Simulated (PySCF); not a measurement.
How ionic is MAl along the halogens?

r²SCAN in PySCF with def2-TZVPP on every atom (core potentials on I), for the lowest determinant that a PBE0 search found; no spin–orbit coupling. A negative dipole means M(+)Al(−).

```json
{"M": "F", "state (unpaired electrons)": "singlet (closed shell)", "Re (Å)": "1.664", "μ (D)": "1.27"}
{"M": "Cl", "state (unpaired electrons)": "singlet (closed shell)", "Re (Å)": "2.145", "μ (D)": "1.34"}
{"M": "Br", "state (unpaired electrons)": "singlet (closed shell)", "Re (Å)": "2.317", "μ (D)": "1.50"}
{"M": "I", "state (unpaired electrons)": "singlet (closed shell)", "Re (Å)": "2.552", "μ (D)": "1.58"}
```

Give the ionic character |μ|/(e·Re) of each, with 1 e·Å = 4.803 D, and the positive end.

AlF 16 % (Al positive), AlCl 13 % (Al positive), AlBr 13 % (Al positive), AlI 13 % (Al positive). Lone pairs and polarisation enter μ too, so this number is only a rough measure of charge transfer.

Spin–orbit coupling is left out.
